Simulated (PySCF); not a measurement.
# ¹⁷O chemical shifts

No solvent, one computed conformer, non-relativistic Hamiltonian, equivalent nuclei averaged. NMR shieldings at PBE0/pcSseg-1/GIAO; structure optimised with GFN2-xTB; PySCF 2.14.

Shieldings were converted by a linear fit to measured shifts: ¹⁷O (scatter 10.7 ppm rms, 12.2 ppm with the 3 outliers that the fit left out vs liquid water, solution or neat liquid). Occasional misses reach two or three times the rms, and more in compound classes unlike the fitted ones.

Give the ¹⁷O shifts of `C=C(Cl)COCCO`, `Cc1ccc(O[SiH3])o1`, `O=Cc1nnco1`, `C=C1O[SiH2]C=C[C@H]1O`, `C[C@@H]1N[Si@@H](N[SiH3])O[SiH2]1`, `CC(=O)N[Si@@H](N)[SiH2][SiH3]`.

Answers


```csv
compound,environment,δ (ppm)
[CH2:1]=[C:2]([Cl:3])[CH2:4][O:5][CH2:6][CH2:7][OH:8],O5: ether oxygen,-1.5
[CH2:1]=[C:2]([Cl:3])[CH2:4][O:5][CH2:6][CH2:7][OH:8],O8: alcohol oxygen,-11.8
[CH3:1][c:2]1[cH:3][cH:4][c:5]([O:6][SiH3:7])[o:8]1,O8: aromatic ring oxygen,222.7
[CH3:1][c:2]1[cH:3][cH:4][c:5]([O:6][SiH3:7])[o:8]1,"O6: oxygen bonded to C, Si",38.4
[O:1]=[CH:2][c:3]1[n:4][n:5][cH:6][o:7]1,O1: aldehyde oxygen,607.3
[O:1]=[CH:2][c:3]1[n:4][n:5][cH:6][o:7]1,O7: aromatic ring oxygen,261.4
[CH2:1]=[C:2]1[O:3][SiH2:4][CH:5]=[CH:6][C@H:7]1[OH:8],"O3: oxygen bonded to C, Si, in a 6-membered ring",45.8
[CH2:1]=[C:2]1[O:3][SiH2:4][CH:5]=[CH:6][C@H:7]1[OH:8],O8: alcohol oxygen,16.2
C[C@@H]1N[Si@@H](N[SiH3])O[SiH2]1,"oxygen bonded to 2 Si, in a 5-membered ring",14.2
CC(=O)N[Si@@H](N)[SiH2][SiH3],amide-type carbonyl oxygen,343.8
```

In solution the two oxygens of a carboxylic acid give one averaged line by proton exchange, and hydrogen bonding shields acid and N–H amide carbonyl oxygens by tens of ppm; neither is in these numbers.
